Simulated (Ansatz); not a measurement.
Consider the formal exchange of groups at the Se–In bond: `C[Se][InH2]` + `CC=N` → `C[Se]CC=N` + `[InH3]`.

Calculated with Ansatz (gas phase, PBE0-D4/def2-TZVP geometries, no zero-point term in ΔE). CCSD(T)/CBS adds triple-zeta CCSD(T) − MP2 to the extrapolated MP2 energy (def2 sets, frozen cores). DFT in def2-TZVPP. def2 core potentials past Kr. For In, Se outer-core shells are correlated without core-valence functions, which leaves a few kJ/mol of doubt a bond. Scalar relativity is left out up to krypton. Each species was taken in one conformer, which may not be the lowest.

`C[Se][InH2]`:

```xyz
8

C    -1.267   -0.093   -0.819
Se   -0.877    0.559    0.991
In    1.579    0.142    1.086
H    -1.699    0.726   -1.391
H    -0.361   -0.444   -1.308
H    -1.983   -0.909   -0.743
H     2.223   -0.549   -0.351
H     2.386    0.568    2.534
```

`CC=N`:

Z-matrix (Å, degrees):
```
C
C 1 1.493
H 1 1.092 2 111.6
H 1 1.094 2 110.3 3 -121.2
H 1 1.094 2 110.3 3 121.2
N 2 1.263 1 127.9 3 0.0
H 2 1.095 1 115.5 3 -180.0
H 6 1.023 2 110.6 1 0.0
```

`C[Se]CC=N`:

Cartesian coordinates in Å:
```
C 1.822 0.406 -0.313
Se 0.478 1.288 0.779
C -1.077 0.567 -0.134
C -1.387 -0.878 0.149
N -0.871 -1.636 1.012
H 1.750 0.749 -1.344
H 2.792 0.687 0.096
H 1.707 -0.675 -0.259
H -1.926 1.186 0.172
H -0.956 0.721 -1.210
H -2.172 -1.298 -0.491
H -0.161 -1.116 1.542
```

`[InH3]`:

Z-matrix (Å, degrees):
```
In
H 1 1.724
H 1 1.724 2 120.0
H 1 1.724 2 120.0 3 -180.0
```

```json
{"level": "B2PLYP", "ΔE (kcal/mol)": "38.1"}
{"level": "CCSD/CBS(def2)", "ΔE (kcal/mol)": "38.4"}
```

Q: What does CCSD(T)/CBS give? (An estimate is asked.)

A: Computed: +37.9 kcal/mol. The listed levels differ from it by 0.2, 0.5 kcal/mol.

Largest T1 diagnostic among the species: 0.014.

In def2-TZVPP, CCSD(T) changes the Hartree–Fock value by −4.5 kcal/mol (the triples alone add −0.5 kcal/mol) and MP2 by −4.0 kcal/mol. The D4 term adds −1.9 kcal/mol with B3LYP and −1.0 kcal/mol with PBE0; it sums over pairs of atoms, weighted by their polarisabilities, and B3LYP, whose exchange is more repulsive, gets the larger term.

B3LYP here is the variant with VWN-RPA as its local correlation; programs differ in this.
